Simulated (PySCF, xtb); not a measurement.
SnCl4, SMILES [Cl][Sn]([Cl])([Cl])[Cl].

GFN2-xTB (xtb 6.7.1) at its own geometry gives an orbital gap of 2.65 eV and a dipole moment of 0.00 D.

Geometry optimised at B3LYP-D3(BJ)/def2-SVP. The isomer is the one that the SMILES or the coordinates give; other isomers of the formula were not compared. The def2 effective core potentials stand for the cores of Sn; spin–orbit coupling is left out.

Problem. What does r2SCAN/def2-TZVP (PySCF) give? (The exact figures need the calculation; the answer reports its results.)

Solution. gap 4.27 eV (levels -8.71 and -4.44 eV), dipole 0.00 D.
